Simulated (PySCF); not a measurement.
# Correlation energy of N⁺ (nitrogen, charge +1)

[He] 2s1 2p2 3d1, one real determinant (an excited configuration). Calculation: PySCF 2.14, in aug-cc-pVDZ (4s3p2d, 23 functions); the non-relativistic Hamiltonian (point nucleus). Frozen: 1s2; 4 electrons correlated.

```tsv
level	correlation energy (mhartree)
CCSD	-25.36
(T)	-3.01
CCSD(T)	-28.37
CCSDT	-29.48
```

Diagnostics: T1 = 0.011, D1 = 0.0278, largest double amplitude 0.405.

The real determinant used has ⟨L²⟩ near 8 against 12 for a pure F term, so it mixes terms. The outer electron is Rydberg-like, and this basis confines it to a smaller radius and binds it less than a complete one would. A double-excitation amplitude exceeds 0.15, a sign of near-degeneracy.

Cost of the coupled-cluster step: about 0.14 core-seconds, for 4 correlated electrons.

Iterations:

```
CC2 = 0
CCSD nocc = (np.int64(4), np.int64(0)), nmo = (22, 22)
frozen orbitals [[0], [0]]
max_cycle = 100
direct = 0
conv_tol = 1e-08
conv_tol_normt = 1e-06
diis_space = 8
diis_start_cycle = 0
Init t2, MP2 energy = -0.0116601175165197
Init E_corr(UCCSD) = -0.0116601175168712
cycle = 1  E_corr(UCCSD) = -0.014949860994416  dE = -0.00328974348  norm(t1,t2) = 0.0265727
cycle = 2  E_corr(UCCSD) = -0.0161659819889404  dE = -0.00121612099  norm(t1,t2) = 0.0191983
cycle = 3  E_corr(UCCSD) = -0.0163718274589564  dE = -0.00020584547  norm(t1,t2) = 0.0228745
cycle = 4  E_corr(UCCSD) = -0.017881855772091  dE = -0.00151002831  norm(t1,t2) = 0.0169377
cycle = 5  E_corr(UCCSD) = -0.0187321623369082  dE = -0.000850306565  norm(t1,t2) = 0.0135229
cycle = 6  E_corr(UCCSD) = -0.0218649707557152  dE = -0.00313280842  norm(t1,t2) = 0.0128466
cycle = 7  E_corr(UCCSD) = -0.0250490879068285  dE = -0.00318411715  norm(t1,t2) = 0.00877001
cycle = 8  E_corr(UCCSD) = -0.0254062560380274  dE = -0.000357168131  norm(t1,t2) = 0.00131142
cycle = 9  E_corr(UCCSD) = -0.0252951649424434  dE = 0.000111091096  norm(t1,t2) = 0.000550013
cycle = 10  E_corr(UCCSD) = -0.0253888106745852  dE = -9.36457321e-05  norm(t1,t2) = 0.000192272
cycle = 11  E_corr(UCCSD) = -0.025342523351343  dE = 4.62873232e-05  norm(t1,t2) = 6.69112e-05
cycle = 12  E_corr(UCCSD) = -0.0253610838145903  dE = -1.85604632e-05  norm(t1,t2) = 6.59965e-05
cycle = 13  E_corr(UCCSD) = -0.0253615267883422  dE = -4.42973752e-07  norm(t1,t2) = 3.84416e-06
cycle = 14  E_corr(UCCSD) = -0.0253613229381584  dE = 2.03850184e-07  norm(t1,t2) = 5.49293e-07
cycle = 15  E_corr(UCCSD) = -0.0253613756003456  dE = -5.26621872e-08  norm(t1,t2) = 1.54107e-07
cycle = 16  E_corr(UCCSD) = -0.0253613756522381  dE = -5.18925077e-11  norm(t1,t2) = 9.55247e-09
UCCSD converged
E(UCCSD) = -52.71912705160274  E_corr = -0.02536137565223811
UCCSD(T) correction = -0.00300612593912095
```

The reference is one real determinant that mixes LS terms of this configuration.
